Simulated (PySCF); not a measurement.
## How methods differ on the ionisation energy of F²⁺

F²⁺ [He] 2s2 2p3 (4S) → F³⁺ [He] 2s2 2p2 (3P), as a difference of total energies. Computed with PySCF 2.14 in aug-cc-pVDZ-DK (4s3p2d, 23 functions), with scalar relativity by spin-free X2C-1e. Correlated levels: valence: 1s2 frozen. The calculations carry no spin-orbit coupling.

```csv
method,ionisation energy (eV)
UHF,62.220
MP2 (valence),62.544
SCS-MP2 (valence),62.362
CCSD (valence),62.308
CCSD(T) (valence),62.307
CCSDT (valence),62.306
```

Q: How much does correlation contribute at CCSD(T) (valence)?

A: 62.307 − (62.220) = 0.087 eV, measured against UHF.

A first-order spin-orbit estimate (lowest level to lowest level, LS coupling) adds -0.049 eV.

Errors of the correlated levels include the incompleteness of this basis and the frozen core.

For comparison: 62.708 eV (semi-empirical (NIST evaluation); NIST Atomic Spectra Database, ionization energies).
